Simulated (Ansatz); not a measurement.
Isolated molecules relaxed with PBE0-D4/def2-TZVP in Ansatz; ΔE leaves out vibrations. CCSD(T)/CBS is the MP2 limit (def2-TZVPP, def2-QZVPP) plus CCSD(T) − MP2 in def2-TZVPP, frozen cores. This one scheme is used for every species. Functionals use def2-TZVPP. Each species was taken in one conformer, which may not be the lowest.

Consider the silylene formation by 1,1-elimination: `N[SiH2]C(F)F` → difluoromethane + `N[SiH]`.

`N[SiH2]C(F)F`:

Cartesian coordinates in Å:
```
N 0.887 1.385 0.188
Si -0.194 0.158 0.683
C -0.507 -1.016 -0.800
F 0.688 -1.550 -1.214
F -1.309 -2.058 -0.429
H 1.850 1.195 -0.032
H 0.739 2.345 0.445
H 0.284 -0.724 1.782
H -1.473 0.810 1.055
H -0.966 -0.544 -1.678
```

`FCF`:

```xyz
5

F    -0.466   -0.741   -0.974
C    -0.035    0.061    0.025
F     1.134   -0.428    0.497
H     0.140    1.062   -0.378
H    -0.773    0.047    0.831
```

`N[SiH]`:

Z-matrix (Å, degrees):
```
N
Si 1 1.707
H 1 1.008 2 126.3
H 1 1.008 2 121.7 3 -180.0
H 2 1.532 1 94.1 3 -0.0
```

CCSD(T)/CBS gives +128.5 kJ/mol.

(1) Another level gave +148.6 kJ/mol. Which?
A. LDA (SPW92)/def2-TZVPP
B. r2SCANh/def2-TZVPP
C. revPBE/def2-TZVPP
D. CAM-B3LYP-D4/def2-TZVPP

Largest T1 diagnostic among the species: 0.015.

Answers

(1) A. LDA (SPW92) 148.6, r2SCANh 141.0, revPBE 103.5, CAM-B3LYP-D4 133.0 kJ/mol.

From BLYP to BHLYP (50 % exact exchange), in def2-TZVPP and without D4, ΔE moves by +27.5 kJ/mol. The D4 term adds +12.0 kJ/mol with B3LYP and +6.6 kJ/mol with PBE0; it sums over pairs of atoms, weighted by their polarisabilities, and B3LYP, whose exchange is more repulsive, gets the larger term. At CCSD(T), def2-SVP lies −25.6 kJ/mol from the extrapolated value and def2-TZVPP −8.5 kJ/mol.

B3LYP here is the variant with VWN-RPA as its local correlation; programs differ in this.

CCSD(T)/CBS has its own doubt, a few kJ/mol and more with outer-core shells, so smaller differences from it don't rank the levels.
